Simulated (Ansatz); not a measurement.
Ansatz (a first-principles code) input (r2SCANh/def2-TZVPD):

Ansatz 0.2 input:
```yaml
crystal:
  periodic: [false, false, false]
  atoms:
    - {symbol: F, position_ang: [2.27473807, -0.27201736, -0.01841880]}
    - {symbol: B, position_ang: [1.06402718, -0.12723833, -0.00861554]}
    - {symbol: B, position_ang: [-0.68855888, 0.08233914, 0.00557533]}
    - {symbol: F, position_ang: [-1.10369992, 1.29599113, 0.10199446]}
    - {symbol: F, position_ang: [-1.37963165, -0.99902978, -0.08188666]}
basis:
  gaussian:
    orbitals: def2-TZVPD
hamiltonian:
  xc: {name: r2SCANh}
total_charge: 1
output: {forces: true}
```

End of the output:

```
integrals: 0.09 GiB planned
921 factors; their error is unknown
mean field: 0.86 GiB planned
mean field evaluation 1: about -9486.8381 eV, gradient 8.9e1 eV
mean field evaluation 2: about -9456.1824 eV, gradient 1.7e2 eV
mean field evaluation 4: about -9496.9067 eV, gradient 5.5e0 eV
mean field evaluation 8: about -9496.9625 eV, gradient 2.2e-1 eV
mean field evaluation 16: about -9496.9625 eV, gradient 2.7e-6 eV
mean field -9496.96253843 eV, -349.0069360148 hartree, gradient 3.4e-6 eV, S^2 0.000000; 0 other end points of the search recorded, 0 dependent functions left out
the calculation of the forces begins
reference -9496.96255527 eV, -349.0069366339 hartree; 18, 18 occupied and 176, 176 virtual orbitals, 921 factors
Total energy: -9496.96255527 eV, -349.0069366339 hartree
Atom 0 at     2.274738    -0.272017    -0.018419 Å, force    -0.098792     0.011814     0.000800 eV/Å
Atom 1 at     1.064027    -0.127238    -0.008616 Å, force     0.071064    -0.008498    -0.000575 eV/Å
Atom 2 at    -0.688559     0.082339     0.005575 Å, force    -0.121470     0.014526     0.000984 eV/Å
Atom 3 at    -1.103700     1.295991     0.101994 Å, force     0.051830    -0.198297    -0.015777 eV/Å
Atom 4 at    -1.379632    -0.999030    -0.081887 Å, force     0.097368     0.180456     0.014569 eV/Å
Dipole moment:     0.718245    -0.085889    -0.005816 e Å
```
